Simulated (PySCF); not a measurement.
C₄H₉FO₂.
Atom-mapped SMILES: `[CH3:1][CH2:2][O:3][C@H:4]([F:5])[CH2:6][OH:7]` (hydrogens: H8, H9, H10 on C1; H11, H12 on C2; H13 on C4; H14, H15 on C6; H16 on O7)

The geometry is computed with GFN2-xTB (gas phase).

(1) Give the optimised bond lengths and angles.

## Answers

(1) 
| bond | length (bohr) | order |
| --- | --- | --- |
| C1–C2 | 2.868 | single |
| C2–O3 | 2.693 | single |
| O3–C4 | 2.587 | single |
| C4–F5 | 2.622 | single |
| C4–C6 | 2.896 | single |
| C6–O7 | 2.637 | single |
| C1–H8, C1–H9, C1–H10 | 2.053 | single |
| C2–H11 | 2.072 | single |
| C2–H12 | 2.078 | single |
| C4–H13 | 2.091 | single |
| C6–H14 | 2.063 | single |
| C6–H15 | 2.080 | single |
| O7–H16 | 1.826 | single |

Bonds in one row agree within 0.02 bohr and their mean is given. Orders are formal, as drawn. A selection of angles:
| angle | degrees |
| --- | --- |
| C2–C1–H8 | 110.1 |
| H8–C1–H9 | 108.6 |
| C1–C2–O3 | 108.3 |
| C1–C2–H11 | 110.8 |
| C1–C2–H12 | 110.8 |
| O3–C2–H11 | 109.4 |
| O3–C2–H12 | 109.0 |
| H11–C2–H12 | 108.5 |
| C2–O3–C4 | 115.1 |
| O3–C4–F5 | 110.0 |
| O3–C4–C6 | 108.3 |
| O3–C4–H13 | 112.7 |
| F5–C4–C6 | 109.7 |
| F5–C4–H13 | 104.7 |
| C6–C4–H13 | 111.4 |
| C4–C6–O7 | 112.1 |
| C4–C6–H14 | 109.5 |
| C4–C6–H15 | 107.3 |
| O7–C6–H14 | 107.4 |
| O7–C6–H15 | 111.2 |
| H14–C6–H15 | 109.3 |
| C6–O7–H16 | 107.6 |

Torsions: C1–C2–O3–C4 -173° (antiperiplanar); C2–O3–C4–F5 -64° (synclinal); O3–C4–C6–O7 49° (synclinal); H16–O7–C6–C4 -41° (synclinal).

O7 (alcohol oxygen) is bent (angle 107.6°). The 3 C–O bonds span 1.369 Å (O3–C4, drawn single) to 1.425 Å (C2–O3, drawn single), a spread of 0.056 Å. Of the pairs four or more bonds apart, those above aside, F5···H11 is among the closest relative to their van der Waals radii: 2.55 Å, 96 % of the sum of Bondi's values. O3 (ether oxygen) is bent (angle 115.1°). H16 on O7 lies 2.22 Å from O3, 4 bonds away (angle at H 110°; Bondi radii sum to 2.72 Å).

Point group: C1 (no symmetry element, even within 0.4 Å). GFN2-xTB frequencies: not computed here. The numbers are those of one conformer (C1–C2–O3–C4 -173°, C2–O3–C4–F5 -64°, O3–C4–C6–O7 49°, C4–C6–O7–H -41°).
